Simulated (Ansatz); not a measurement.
The cluster H₂W₂⁺. Charge 1, multiplicity 4. Geometry PBE-D4/def2-TZVP; atoms count from 1.

```xyz
4

W     0.9910    0.3373    0.3840
W    -0.9909   -0.3372   -0.3841
H    -1.7454    0.8653    0.5475
H     1.7452   -0.8654   -0.5475
```

In the def2 sets W takes a core potential; there is no spin–orbit coupling. At PBE0-D4/def2-TZVP a doublet of charge 1 lies 0.53 eV below the quartet, each at its own geometry. The structure comes from a short search, and lower isomers may exist.

Question: Estimate the Mulliken populations from the PBE0/def2-TZVP orbitals of Ansatz.

Answer: 
```csv
atom,charge (e),spin (α − β),d electrons
W1,0.50,1.55,4.41
W2,0.50,1.55,4.41
H3,0.00,-0.05,–
H4,0.00,-0.05,–
```
Mulliken values depend strongly on the basis.

Question: Where does the spin sit?

Answer: Summed by element: W 3.10, H -0.10, of 3 unpaired in all. Largest on single atoms: W1 1.55, W2 1.55, H4 -0.05.

Question: And the Mayer bond orders between heavy atoms (over 0.3)?

Answer: W1–W2 3.58 (2.23 Å).
